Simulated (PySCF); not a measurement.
## Computed properties of C₂H₅BO₂, SMILES C=CB(O)O

B(vinyl)(OH)2 (C₂H₅BO₂), SMILES C(B(O)O)=C. The structure is a stationary point at B3LYP-D3(BJ)/def2-SVP. Other conformers were not sampled. All values are computed for the isolated molecule unless a solvent is named; none is compared with measurement here.

**Structure.** The optimised structure has Cs symmetry. All 24 harmonic modes at B3LYP-D3(BJ)/def2-SVP (PySCF) are real, so it is a minimum. With heavy atoms numbered as in [B:1]([CH:2]=[CH2:3])([OH:7])[OH:9], the shortest bond between them is C2–C3 at 1.341 Å and the longest B1–C2 at 1.567 Å.

**Vibrations.** The strongest infrared lines (harmonic, unscaled, degenerate partners summed) lie at 1456 cm⁻¹ (212 km/mol, B 62 %, O 16 %, H 16 %), 1444 cm⁻¹ (192 km/mol, H 56 %, B 26 %, C 11 %), 489 cm⁻¹ (184 km/mol, H 90 %). The softest mode is at 79 cm⁻¹ and the zero-point energy is 48.1 kcal/mol.

**Electronic structure.** PBE0/def2-TZVP (PySCF) places the frontier levels at -7.88 and -0.75 eV, a gap of 7.13 eV, and gives a dipole moment of 1.28 D and a mean polarisability of 45.2 bohr³. PBE/def2-TZVP (PySCF) at the same geometry gives -6.73 and -1.72 eV, so its gap is 2.12 eV narrower. An orbital gap is neither the optical nor the fundamental gap.

**Excitations.** TDA-ωB97X/def2-SVPD (PySCF) has S1 at 6.92 eV (179 nm, f = 0.000, dark); the most intense of the 10 singlets computed lies at 7.34 eV (f = 0.51). T1 (TDA) is at 4.06 eV, 2.86 eV under S1. TDA-PBE/def2-SVPD (PySCF) puts S1 at 6.17 eV. No vertical singlet excitation falls in the visible range (under 3.1 eV).

**NMR.** GIAO shifts at B3LYP/pcSseg-1 (PySCF) (non-relativistic, atoms alike by connectivity averaged): ¹³C from 139.5 to 150.7 ppm against TMS; ¹H from 3.9 to 6.7 ppm against TMS; ¹¹B at 14.9 ppm against BF3.
